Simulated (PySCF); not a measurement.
# Palladium: a sound run and one with changed settings

Sound run: Pd [Kr] 4d10, Pd⁺ [Kr] 4d9. Calculation: PySCF 2.14, in cc-pVDZ-PP with ECP28MDF; a scalar-relativistic core potential. The sound run starts from symmetry-adapted Hartree-Fock orbitals and uses a fine grid where one is needed.

A second run was set up differently.

```csv
species,method,sound run (hartree),changed run (hartree),converged
Pd,UHF,-126.60716,-126.60716,yes
Pd,TPSS,-127.38960,-127.39545,yes
Pd,LDA,-127.20822,-127.20820,yes
Pd⁺,UHF,-126.37625,-126.37625,yes
Pd⁺,TPSS,-127.08053,-127.08642,yes
Pd⁺,LDA,-126.86992,-126.86990,yes
```

Ionisation energy of Pd:

```tsv
method	sound run (eV)	changed run (eV)
UHF	6.283	6.283
TPSS	8.410	8.409
LDA	9.206	9.206
```

(1) What was changed?
A. minimal basis
B. basis contracted for another Hamiltonian
C. too few SCF iterations
D. radial grid too coarse

Answers

(1) D. It used radial step 0.3 in ln r (0.13 in the sound run). A coarse radial grid mis-integrates the density and the exchange-correlation energy, with errors of either sign; Hartree-Fock needs no grid.
